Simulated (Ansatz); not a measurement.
Fe(NH2)2 (FeN2H4), relaxed as a triplet with UKS PBE0-D4/def2-TZVP in Ansatz, starting from the PBE0-D4/def2-TZVP geometry of the neutral quintet. Force threshold 0.02 eV/Å.

The charge 0 triplet is spin-contaminated (final ⟨S²⟩ up to 2.65, 2.00 for a pure state). At PBE0-D4/def2-TZVP a quintet of charge 0 lies 1.13 eV below the triplet, each at its own geometry.

Start:

```tsv
atom	x (Å)	y (Å)	z (Å)
Fe1	0.000	0.000	0.000
N2	1.188	1.392	0.267
H3	1.947	1.644	-0.349
H4	1.188	2.024	1.052
N5	-1.189	-1.391	-0.267
H6	-1.069	-2.339	0.057
H7	-2.066	-1.329	-0.761
```

**Question.** Estimate the energy that the relaxation releases and the steps that it takes.

**Answer.** 4.9 kcal/mol, in 20 steps; 6.2 min on 2 threads of Intel Xeon Platinum 8375C on a shared host. The force fell under the threshold at step 19, but the optimiser went on. No frequencies were taken in this run, so the end may be a saddle point.

**Question.** Does the start keep its bonding and symmetry?

**Answer.** By distances, no bond broke or formed. The bond that changes most is Fe1–N2, from 1.85 to 1.82 Å (atoms count from 1). Point group D2d at the start, C2h at the end, both within 0.05 Å; within 0.015 Å the end is Ci.

**Question.** Predict the relaxed structure.

**Answer.** 
```xyz
7

Fe    0.0001    0.0003   -0.0017
N     1.1673    1.3712    0.2317
H     2.1732    1.3208    0.1534
H     0.9241    2.2937    0.5661
N    -1.1672   -1.3709   -0.2327
H    -0.9244   -2.2944   -0.5646
H    -2.1730   -1.3207   -0.1522
```
Bond lengths: 2 × Fe–N 1.82 Å; 4 × H–N 1.01 Å.
